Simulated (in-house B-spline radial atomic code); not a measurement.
Binding energies in Fe II (Fe+)

NIST's tabulated ground configuration is [Ar] 3d6 4s1; each binding energy is the energy of the ion with one electron taken from that subshell, relaxed, less that of the parent. All numbers are computed (Dirac-Hartree-Fock, average of configuration; Fermi nucleus of rms radius 3.7377 fm) with a B-spline radial code for spherical atoms, not measured. Energies include first-order Breit, QED and recoil terms.

```json
{"subshell": "2p1/2", "X-ray name": "L2", "binding energy (eV)": "744", "-ε (eV)": "766.1", "relaxation (eV)": "21.2"}
{"subshell": "2p3/2", "X-ray name": "L3", "binding energy (eV)": "731.8", "-ε (eV)": "753.4", "relaxation (eV)": "21.0"}
{"subshell": "3p1/2", "X-ray name": "M2", "binding energy (eV)": "80.12", "-ε (eV)": "84.95", "relaxation (eV)": "4.75"}
{"subshell": "3p3/2", "X-ray name": "M3", "binding energy (eV)": "78.61", "-ε (eV)": "83.30", "relaxation (eV)": "4.65"}
{"subshell": "3d", "X-ray name": "M4,5", "binding energy (eV)": "21.08", "-ε (eV)": "24.52", "relaxation (eV)": "3.46"}
{"subshell": "4s", "X-ray name": "N1", "binding energy (eV)": "14.9", "-ε (eV)": "15.00", "relaxation (eV)": "0.09"}
```

Relaxation = -ε minus the binding energy without Breit, QED and recoil terms.

Q: What does it cost to remove both a 2p1/2 and a 3p3/2 electron?

A: 845.86 eV, which is 23.23 eV more than the two single binding energies together.

Q: What does it cost to remove both a 2p3/2 and a 3p1/2 electron?

A: 835.33 eV, which is 23.38 eV more than the two single binding energies together.

Q: What does it cost to remove both a 2p1/2 and a 3d electron?

A: 785.91 eV, which is 20.82 eV more than the two single binding energies together.
